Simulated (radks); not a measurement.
Charge is removed step by step from the 3s down level of Mg, starting from [Ne] 3s(up 1, down 1). Calculated with a radial shooting solver on a logarithmic mesh with Libxc functionals: scalar-relativistic Kohn-Sham, r2SCAN, spin-polarised, spherical densities, finite nucleus; meta-GGA in the generalised Kohn-Sham scheme; Fermi nuclear charge, rms radius 3.057 fm.

removed (e)  E - E(0) (eV)  eigenvalue (eV)
0                    0.000           -4.818
0.125                0.644           -5.488
0.25                 1.372           -6.157
0.375                2.183           -6.819
0.5                  3.076           -7.463
0.625                4.047           -8.073
0.75                 5.092           -8.626
0.875                6.201           -9.130

The mean slope of the eigenvalue, de/dn, is 4.93 eV per electron.
